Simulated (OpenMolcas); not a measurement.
Eu V.

```
Program             : OpenMolcas
Method              : CASSCF
Basis               : ANO-RCC-VTZP [8s7p5d3f2g1h]
Scalar Hamiltonian  : DKH2, point nucleus
Active space        : 5 electrons in 7 orbitals (4f)
State averaging     : 2S+1 = 6 odd, 21 roots; 2S+1 = 4 odd, 224 roots (208 in the spin-orbit step); 2S+1 = 2 odd, 490 roots (385 in the spin-orbit step)
Spin-orbit coupling : RASSI with atomic mean-field integrals over the reference wave functions, term energies averaged over their components
```

Levels without dynamic correlation, in cm-1 above 4f5 6H* 5/2:

```csv
Level,E
4f5 4M* 15/2 [69 %],26283
4f5 6F* 1/2,9189
4f5 4F* 3/2(1),24736
4f5 4I* 9/2(1),27113
```

On this reference, SS-CASPT2, IPEA 0.25 Eh, imaginary shift 0.1 Eh (closed shells correlated: 5s 5p) puts 4f5 4M* 15/2 [69 %] at 25790 cm-1.

**Question.** Estimate the other levels at that method by one scale factor, and say how well it serves.

**Answer.** The factor is 25790 / 26283 = 0.981. Scaled values beside those that SS-CASPT2 gives:
```tsv
Level	Scaled	SS-CASPT2	Miss (%)
4f5 6F* 1/2	9014	8000	+12.7
4f5 4F* 3/2(1)	24266	22250	+9.1
4f5 4I* 9/2(1)	26598	25350	+4.9
```
For these levels the scaled values miss SS-CASPT2 by up to 12.7 %, as correlation changes each term by its own factor, spin-orbit parts do not scale and CASPT2 has its own spread within terms. This holds within one configuration; levels of others move differently, and the target method has errors of its own against measurement.

CASPT2 does not keep the components of a term degenerate, so their means are used; among the terms shown or strongly mixed into the levels shown the widest spread is 68 cm-1 (4f5 4M*, SS-CASPT2). High states are left out of the spin-orbit mixing, which shifts the levels that they would mix with. Without dynamic correlation excited terms often stand tens of per cent too high (terms of higher spin than the ground term too low), and those without a measured partner can miss by more than the paired ones (holds for CASSCF). Levels of configurations outside the active space are missing.

A share in square brackets marks a mixed level and gives the weight of the term that names it, the lowest over the columns. A number in round brackets counts repeated terms of one configuration in the order of the reference energies. * marks odd parity.
